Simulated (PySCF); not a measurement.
PBE on Hg (mercury, neutral), [Xe] 4f14 5d10 6s1 6d1, 6s spin antiparallel (an excited configuration). All numbers are calculated (PySCF 2.14, scalar relativity through the core potential, in aug-cc-pwCVTZ-PP with ECP60MDF).

```
cycle= 1 E= -153.20804983401  delta_E= -0.0121  |g|= 0.063  |ddm|= 0.298
cycle= 2 E= -153.207619244377  delta_E= 0.000431  |g|= 0.0799  |ddm|= 0.0755
cycle= 3 E= -153.209266221369  delta_E= -0.00165  |g|= 0.003  |ddm|= 0.0371
cycle= 4 E= -153.209269444208  delta_E= -3.22e-06  |g|= 0.000112  |ddm|= 0.00228
cycle= 5 E= -153.209269447601  delta_E= -3.39e-09  |g|= 2.34e-05  |ddm|= 0.000137
cycle= 6 E= -153.209269447778  delta_E= -1.77e-10  |g|= 1.72e-06  |ddm|= 3.64e-05
converged SCF energy = -153.209269447778  <S^2> = 1.0006978  2S+1 = 2.2366921
```

Highest occupied orbital energy: 0.037 eV; ⟨L²⟩ = 6.00; populations by l: s 3.00, p 6.00, d 11.00, f 0.00.

(1) Can this result be used?

Results:

(1) Not for this state. The calculation finished and met its thresholds. Energies and moments cover only the electrons outside the core potential. Spin-orbit coupling, absent here, splits the open shell strongly. The outer electron is Rydberg-like, and this basis confines it to a smaller radius and binds it less than a complete one would. With the s spin flipped the determinant is a mixture of two multiplicities, not a spectroscopic state. At PBE the highest occupied level has a positive energy, so only the finite basis holds that electron; for this excited configuration the basis is too tight for the outer shell.
